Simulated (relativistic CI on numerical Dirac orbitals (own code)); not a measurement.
# Cd3+: what numerical and physical settings do to a radial Dirac CI calculation

Reference input:

```
atom Cd  Z=48  charge=3  electrons=45
nucleus A=114  rms_radius_fm=4.6087
hamiltonian dirac-coulomb  breit=on  qed=on  c_scale=1
orbitals kli  potential=per-configuration
slater_scale 1
correlation none
mixing on
grid step=0.0125 r_max=50.3
scf mixing=0.4 start=green max_iterations=150 tolerance=2e-08 node_fill=0.05
configurations
  [Kr] 4d9
  [Kr] 4d8 5s
  [Kr] 4d8 4f
end
```

Computed lowest total energy -5584.74137 Ha, first excitation 5624.1 cm⁻¹, 34 SCF steps. Runs with settings changed; * marks those that are bad on purpose:

| Changed | Outcome | Lowest level | ΔE (Ha) | First excitation (cm⁻¹) | SCF steps | Message |
| --- | --- | --- | --- | --- | --- | --- |
| grid step 0.006, node fill of the KLI weights 0 | converged | 4d⁹ ²D5/2 | 0.00365 | 5573.1 | 34 |  |
| iteration limit 20, start potential previous, end of the grid at 150.9 bohr | converged | 4d⁹ ²D5/2 | -4.45e-10 | 5624.1 | 31 |  |
| SCF mixing 0.7 | converged | 4d⁹ ²D5/2 | 3.54e-10 | 5624.1 | 32 |  |
| node fill of the KLI weights 0.2, grid step 0.006 | converged | 4d⁹ ²D5/2 | 0.00446 | 5749.5 | 36 |  |
| end of the grid at 4.02 bohr * | not converged |  |  |  | 11 | orbital 4s not found |
| nuclear radius 46.087 fm * | converged | 4d⁹ ²D5/2 | 8.54 | 5628.3 | 34 |  |

With so few configurations and no correlation, terms lie too far apart (by 10 to 50 % near neutrality), their order can be wrong, and levels of other configurations are missing.
